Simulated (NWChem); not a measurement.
A series in which one site is exchanged, each optimised at PBE0/def2-SVP with NWChem, gas phase unless a solvent is named. This build's default masses of Se (78.918 u) and Br (79.917 u) are each other's, which moves their modes by up to 0.6 %. For some, no frequency run checked for a minimum. def2 effective core potentials on I; no spin-orbit coupling.

A: F/C=C(\F)Cl (C$_{2}$HClF$_{2}$; site = Cl)
B: F/C=C\F (C2H2F2; site = H)
C: F/C=C(\F)I (C$_{2}$HF$_{2}$I; site = I)
D: F/C=C(\F)Br (C2HBrF2; site = Br)

```tsv
quantity	A	B	C	D
dipole (D), PBE0/def2-SVP	1.44	2.21	1.72	___
orbital gap (eV), PBE0/def2-SVP	7.52	7.98	5.95	___
vertical ionisation energy, ΔSCF, PBE/def2-SVP (eV)	9.47	9.93	8.95	___
static polarisability, PBE/def2-SVPD (bohr³)	42.7	28.7	63.2	___
lowest singlet excitation, PBE/def2-SVPD, TDA (eV)	5.63	6.18	4.01	___
```

Fill in the missing entries.


- dipole (D), PBE0/def2-SVP, D: 1.51
- orbital gap (eV), PBE0/def2-SVP, D: 7.29
- vertical ionisation energy, ΔSCF, PBE/def2-SVP (eV), D: 9.28
- static polarisability, PBE/def2-SVPD (bohr³), D: 50.2
- lowest singlet excitation, PBE/def2-SVPD, TDA (eV), D: 4.90
